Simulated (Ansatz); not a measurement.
## Match the barriers

Saddle point of SiHF4, doublet (SiF₄ ([F][Si]([F])([F])[F]) + H → SiF₃ ([F][Si]([F])[F]) + HF; bonds formed: F1–H6; bonds broken: F1–Si2), PBE0-D4/def2-TZVP structure:

```
6
angstrom
F -0.8412 -0.8184 0.6621
Si 0.5173 0.1345 -0.0964
F 0.1269 -0.0609 -1.6112
F 0.0635 1.5807 0.3371
F 2.0996 0.1002 -0.0161
H -1.9660 -0.9361 0.7244
```

Program: Ansatz 0.2.0. Basis: def2-TZVPP, with def2-QZVPP for the basis limit. Cores are frozen in the correlated methods; orbitals are unrestricted. Extrapolation: Hartree–Fock as exp(−7.88 √X), correlation as X^−2.97. Four methods, as single points on the PBE0-D4 structures, gave these electronic barriers from the start structure: 135.1, 199.2, 233.8, 335.4 kJ/mol.

Problem. The methods were, in alphabetical order, BHLYP-D4, HF, PBE0-D4, SPW92. Which gave which? (A judgement: the text doesn't fix the answer.)

Solution. The calculation gives: SPW92 135.1; PBE0-D4 199.2; BHLYP-D4 233.8; HF 335.4 kJ/mol. For comparison, CCSD(T) at an estimated basis limit (MP2 extrapolated from triple and quadruple zeta, plus CCSD(T) − MP2 in triple zeta) gives 238.9 kJ/mol.

No T1 diagnostic of these runs exceeds 0.015. ⟨S²⟩ of the unrestricted Hartree–Fock references: 0.75 to 0.78 (a pure state has 0.75).

Radical steps of this kind take place in plasma deposition and etching.

Labels in which every atom is bracketed show which atoms are joined, not bond orders.

For scale, one of the runs: CCSD(T)/def2-TZVPP, 180 basis functions, launched by `ansatz run in.yaml --threads 8 --pin off --events-out ev --progress --plain --max-ram 19148MiB`. Time: 110 s of wall clock on 8 CPU threads of an Arm Neoverse V1; the host was shared. Peak host memory: 5.2 GiB.
